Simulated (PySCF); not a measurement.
Si(Me)(OH)2(OiPr), SMILES CC(C)O[Si](C)(O)O (C4H12O3Si), GFN2-xTB optimised geometry.

```
20

C     -1.55    -2.12     0.97
C     -1.41    -0.77     1.67
C     -1.45    -0.91     3.18
O     -0.18    -0.18     1.32
Si     0.21     0.67     0.00
C      2.11     0.67     0.00
O     -0.39     2.20     0.00
O     -0.44     0.00    -1.33
H     -2.51    -2.58     1.21
H     -0.75    -2.78     1.30
H     -1.47    -1.98    -0.10
H     -2.23    -0.12     1.34
H     -1.35     0.06     3.65
H     -0.63    -1.54     3.51
H     -2.39    -1.36     3.50
H      2.49     1.41    -0.70
H      2.51     0.91     0.98
H      2.50    -0.29    -0.29
H     -0.19     2.78     0.72
H     -0.51     0.53    -2.12
```

Density from CAM-B3LYP/def2-SVP run with PySCF at that geometry.

Minimum of the electron density along straight lines between bonded atoms, close to the bond critical point (lines longer than 1.1 times the sum of covalent radii, or with two minima, are not listed):

```
bond    length / Å  ρ at the minimum / e bohr⁻³  ∇²ρ there / e bohr⁻⁵  position (fraction from the first atom)
------  ----------  ---------------------------  --------------------  ---------------------------------------
C1–C2        1.524                        0.253                 -0.61                                     0.49
C2–C3        1.525                        0.252                 -0.61                                     0.51
C2–O4        1.413                        0.247            (withheld)                                     0.34
O4–Si5       1.616                        0.133                  1.13                                     0.59
Si5–C6       1.892                        0.116            (withheld)                                     0.38
Si5–O7       1.644                        0.126                  1.02                                     0.41
Si5–O8       1.630                        0.130                  1.07                                     0.41
C1–H9        1.087                        0.276                 -1.02                                     0.62
C1–H10       1.087                        0.277                 -1.02                                     0.63
C1–H11       1.086                        0.280                 -1.06                                     0.64
C2–H12       1.098                        0.282                 -1.06                                     0.63
C3–H13       1.087                        0.277                 -1.03                                     0.63
C3–H14       1.087                        0.277                 -1.03                                     0.63
C3–H15       1.087                        0.277                 -1.02                                     0.63
C6–H17       1.084                        0.272                 -0.98                                     0.63
C6–H18       1.084                        0.273                 -0.99                                     0.63
O7–H19       0.953                        0.355                 -2.46                                     0.82
O8–H20       0.954                        0.353                 -2.48                                     0.82
```

Question: What belongs in the gaps?

Answer: 
- C2–O4, ∇²ρ there / e bohr⁻⁵: -0.31
- Si5–C6, ∇²ρ there / e bohr⁻⁵: 0.33
